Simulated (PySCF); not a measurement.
Vertical excitations of a molecule C6H7, multiplicity 2 from TDA-CAM-B3LYP/def2-SVPD run with PySCF, as energy in eV (oscillator strength): 2.31 (0.001), 3.00 (0.000), 4.17 (0.002), 4.98 (0.001), 5.16 (0.121), 5.62 (0.001), 5.99 (0.002), 6.17 (0.006), 6.18 (0.001), 6.54 (0.008). Coordinates come from a B3LYP-D3(BJ)/def2-SVP optimisation. One conformer was computed; it need not be the lowest.

### Question
Identify the compound among the candidates.
A) [C]1=CC=CCC1
B) [C]1=CCCC=C1
C) [CH]1C=CC=CC1

### Answer
A, [C]1=CC=CCC1
